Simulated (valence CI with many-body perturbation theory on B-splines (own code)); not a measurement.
Values are calculated unless marked as measured or tabulated.
# Pt63+: what each term of the Hamiltonian does

Method: relativistic CI+MBPT: five valence electrons over a frozen Dirac-Fock core [Ne], a basis of 9 s, 9 p, 8 d, 6 f, 3 g, 1 h functions for each j, with the one-electron correlation potential Σ1 (screened to all orders), the two-electron term Σ2, the three-electron term Σ3, Breit, model QED; selected single and double excitations, second order for the rest (own B-spline code, finite nucleus).

The last digits are not significant, and no measured levels were compared; by estimate large intervals hold to a few tenths of a per cent, small ones and those within an open d or f shell to about a per cent. Among the levels kept, up to 640 cm⁻¹ of a level comes from second order outside the variational space, and about a tenth of that is noise between levels of different J, which matters for small intervals.

Each rung adds one term. CI alone is the Dirac-Coulomb CI over the frozen core; QED comes last and gives the full result, which names the levels. Energies are above (3s^2 3p1/2^2 3p3/2) J=3/2 on the same rung, in × 10³ cm⁻¹.

Levels are named by their leading jj configuration (3d3/2^4 stands for four electrons in 3d with j = 3/2), which in mixed levels can hold well under half, so a name can repeat and another be missing. Letters in brackets count levels of one name in rising energy.

| Level | CI alone | + Σ1 | + Σ2 | + Σ3 | + Breit | Full |
| --- | --- | --- | --- | --- | --- | --- |
| (3s^2 3p1/2^2 3d3/2) J=3/2 | 2004.2 | 2002.1 | 1999.6 | 1998.3 | 1991.6 | 1982.6 |
| (3s^2 3p1/2^2 3d5/2) J=5/2 | 2979.9 | 2979.3 | 2975.4 | 2973.5 | 2943.6 | 2936.7 |
| (3s^2 3p1/2 3p3/2^2) J=3/2 | 3608.4 | 3610.1 | 3611.8 | 3612.0 | 3569.1 | 3572.8 |
| (3s^2 3p1/2 3p3/2^2) J=5/2 | 3715.3 | 3717.1 | 3718.4 | 3718.3 | 3669.5 | 3673.2 |
| (3s^2 3p1/2 3p3/2^2) J=1/2 | 3841.4 | 3843.2 | 3844.3 | 3844.0 | 3802.7 | 3806.3 |
| (3s 3p1/2^2 3p3/2^2) J=5/2 | 5154.2 | 5153.7 | 5154.1 | 5155.1 | 5143.0 | 5105.1 |
| (3s 3p1/2^2 3p3/2^2) J=3/2 | 5405.1 | 5404.6 | 5403.4 | 5403.9 | 5382.8 | 5355.2 |
| (3s 3p1/2^2 3p3/2^2) J=1/2 | 5423.2 | 5422.7 | 5422.0 | 5422.6 | 5412.9 | 5378.2 |
| (3s^2 3p1/2 3p3/2 3d3/2) J=5/2 [a] | 5594.5 | 5594.1 | 5593.3 | 5592.4 | 5536.5 | 5531.1 |
| (3s^2 3p1/2 3p3/2 3d3/2) J=1/2 [a] | 5616.8 | 5616.4 | 5615.6 | 5614.7 | 5566.4 | 5560.8 |
| (3s^2 3p1/2 3p3/2 3d3/2) J=3/2 [a] | 5625.0 | 5624.6 | 5623.2 | 5622.4 | 5573.5 | 5564.8 |
| (3s^2 3p1/2 3p3/2 3d3/2) J=7/2 | 5706.8 | 5706.4 | 5705.6 | 5704.4 | 5642.0 | 5636.8 |
| (3s^2 3p1/2 3p3/2 3d3/2) J=5/2 [b] | 5962.0 | 5961.7 | 5956.9 | 5954.7 | 5902.0 | 5895.5 |
| (3s^2 3p1/2 3p3/2 3d3/2) J=1/2 [b] | 6050.2 | 6049.8 | 6043.9 | 6041.8 | 5998.7 | 5988.8 |
| (3s^2 3p1/2 3p3/2 3d3/2) J=3/2 [b] | 6064.4 | 6064.0 | 6056.4 | 6054.2 | 6013.3 | 5999.1 |
| (3s^2 3p1/2 3p3/2 3d5/2) J=7/2 [a] | 6447.5 | 6448.6 | 6448.1 | 6447.1 | 6374.0 | 6370.9 |
| (3s^2 3p1/2 3p3/2 3d5/2) J=9/2 | 6569.4 | 6570.6 | 6570.1 | 6568.6 | 6484.6 | 6481.5 |
| (3s^2 3p1/2 3p3/2 3d5/2) J=3/2 [a] | 6560.2 | 6561.3 | 6559.1 | 6557.9 | 6487.0 | 6483.3 |
| (3s^2 3p1/2 3p3/2 3d5/2) J=5/2 [a] | 6595.4 | 6596.4 | 6594.6 | 6593.1 | 6516.1 | 6512.8 |

Problem. How does the ionisation energy move along the ladder, and which term matters most?

Solution. CI alone 6926.6, + Σ1 6927.6, + Σ2 6927.7, + Σ3 6927.2, + Breit 6921.0, + QED 6920.2 eV. The largest step is Breit, -6.2 eV. NIST lists 6918 ± 19 eV (theoretical).
